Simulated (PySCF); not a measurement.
## Radial density of Al²⁺ (aluminium, charge +2)

UHF, [Ne] 3s1, 2S determinant. Calculation: PySCF 2.14, in aug-cc-pV(Q+d)Z with one added diffuse shell each of s, p, d, f, g type (8s7p6d4f3g, 114 functions); no relativity, point nucleus.

| r (bohr) | 4πr²ρ (e/bohr) | 4πr²(ρα − ρβ) |
| --- | --- | --- |
| 0.00198 | 0.06545 | 0.0002 |
| 0.00333 | 0.1789 | 0.0004 |
| 0.00560 | 0.4770 | 0.0012 |
| 0.00941 | 1.223 | 0.0031 |
| 0.0158 | 2.928 | 0.0073 |
| 0.0266 | 6.267 | 0.0155 |
| 0.0448 | 11.12 | 0.0260 |
| 0.0754 | 14.52 | 0.0271 |
| 0.127 | 12.12 | 0.0052 |
| 0.213 | 8.448 | 0.0083 |
| 0.359 | 11.71 | 0.0921 |
| 0.603 | 10.83 | 0.0439 |
| 1.01 | 3.160 | 0.0724 |
| 1.71 | 0.6790 | 0.5211 |
| 2.87 | 0.2910 | 0.2905 |
| 4.83 | 0.01243 | 0.0124 |
| 8.12 | 1.145e-05 | 0.0000 |
